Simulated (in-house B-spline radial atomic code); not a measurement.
Levels of two electrons outside the [Kr] 4d10 core along the 48-electron series, above the ground level 5s2 J0; labels give the leading configuration and J, and a prime marks the next level of the same label. Computed with an all-electron radial atomic-structure program (B-spline basis): configuration interaction with many-body perturbation theory for the core, Breit and QED.

```tsv
ion	Z	first ionisation energy (eV)	excitation of 5s5p J0 (eV)	core correlation Breit and QED part of 5s5p J0 (eV)	excitation of 5s5p J2 (eV)	core correlation Breit and QED part of 5s5p J2 (eV)	excitation of 5s5d J1 (eV)	core correlation Breit and QED part of 5s5d J1 (eV)	excitation of 5s5p J1 (eV)	core correlation Breit and QED part of 5s5p J1 (eV)
Cd	48	8.88	3.6364	0.60447	3.8505	0.64285	7.267	0.90183	3.7042	0.61541
In+	49	?	?	?	?	?	?	?	?	?
Sn2+	50	30.45	6.5865	0.63367	7.2932	0.68969	17.501	1.0404	6.7923	0.6429
Sb3+	51	?	?	?	?	?	?	?	?	?
Te4+	52	58.39	9.2786	0.66216	10.631	0.72619	26.752	0.96013	9.6419	0.66109
```

Fill in the row of In+.

first ionisation energy (eV): 18.79; excitation of 5s5p J0 (eV): 5.1705; core correlation Breit and QED part of 5s5p J0 (eV): 0.6188; excitation of 5s5p J2 (eV): 5.6132; core correlation Breit and QED part of 5s5p J2 (eV): 0.66828; excitation of 5s5d J1 (eV): 12.597; core correlation Breit and QED part of 5s5d J1 (eV): 1.0275; excitation of 5s5p J1 (eV): 5.3047; core correlation Breit and QED part of 5s5p J1 (eV): 0.63025.

Fill in the row of Sb3+.

first ionisation energy (eV): 43.69; excitation of 5s5p J0 (eV): 7.9486; core correlation Breit and QED part of 5s5p J0 (eV): 0.64886; excitation of 5s5p J2 (eV): 8.9577; core correlation Breit and QED part of 5s5p J2 (eV): 0.70948; excitation of 5s5d J1 (eV): 22.188; core correlation Breit and QED part of 5s5d J1 (eV): 1.01; excitation of 5s5p J1 (eV): 8.2308; core correlation Breit and QED part of 5s5p J1 (eV): 0.65386.
